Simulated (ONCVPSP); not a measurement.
# Potentials for As compared

Generated with ld1.x 7.5 (TM, RRKJ, ultrasoft, PAW), atompaw 4.2 or ONCVPSP 4.0.1. The cutoff is in Ry: for ld1.x and atompaw files where the sum of valence levels is converged to 10 mRy in a Bessel basis, for ONCV files where the hardest occupied wave has 1 mHa per electron of residual kinetic energy. The error is the largest all-electron minus pseudo excitation energy over each file’s own four to seven test configurations (ionisations up to +4, promotions, holes and added fractions of an electron), all of which were solved. The labels leave out finer settings (local radius, basis sizes, second energies), which also bear on the numbers. Spin-polarised tests are not counted. The rows are a selection from randomly drawn settings: files with unsolved tests, undetermined cutoffs or missed reference levels are left out.

A true bound ghost makes a file unfit for plane-wave use even where its test errors are small: the radial tests pick states by their node count and pass the ghost by.

| potential | cutoff (Ry) | largest error (meV) | bound ghosts |
| --- | --- | --- | --- |
| ONCV, PBE, scalar-relativistic, rc 0.95/0.90/0.90 (spd), local d, core correction yes, reference 3s2 3p6 3d10 4s2 4p3, qcut 10.8/16.9/18.5, projectors 2/2/0 | 282 | -318 | none |
| ONCV, LDA (Perdew-Zunger), fully relativistic, rc 1.00/0.90/1.25 (spd), local smoothed, core correction no, reference 3s2 3p6 3d10 4s2 4p2.5, qcut 11.6/14/11.1, projectors 2/2/2 | 138 | +2.3 | none |
| ONCV, PBE, scalar-relativistic, rc 0.95/1.10/0.90 (spd), local smoothed, core correction yes, reference 3s2 3p6 3d10 4s2 4p3, qcut 12.5/11/16.4, projectors 2/2/2 | 245 | -5.6 | none |
| ONCV, PBEsol, scalar-relativistic, rc 1.30/1.90/0.90 (spd), local smoothed, core correction yes, reference 3d10 4s2 4p2.5, qcut 4/3.5/20.4, projectors 2/2/2 | 291 | -24 | s |

Question: Fill in the row for As: ONCV, PBE, scalar-relativistic, rc 0.90/0.85/0.85/1.05 (spdf), local d, core correction yes, reference 3s2 3p6 3d10 4s2 4p3, qcut 12.3/17.4/20.6/11.6, projectors 2/2/0/2.

Answer: cutoff 308 Ry, largest error -233 meV, bound ghosts: none.

Question: Fill in the row for As: ONCV, PBE, non-relativistic, rc 1.00/1.10/1.20 (spd), local smoothed, core correction yes, reference 3s2 3p6 3d10 4s1.5 4p3.5, qcut 15/11.3/14.8, projectors 2/2/1.

Answer: cutoff 164 Ry, largest error +200 meV, bound ghosts: none.

Question: Fill in the row for As: ONCV, LDA (Perdew-Wang 92), scalar-relativistic, rc 1.00/0.95/0.75 (spd), local smoothed, core correction yes, reference 3s2 3p6 3d10 4s2 4p2, qcut 12.4/11.2/21.6, projectors 2/2/2.

Answer: cutoff 359 Ry, largest error -3.2 meV, bound ghosts: none.
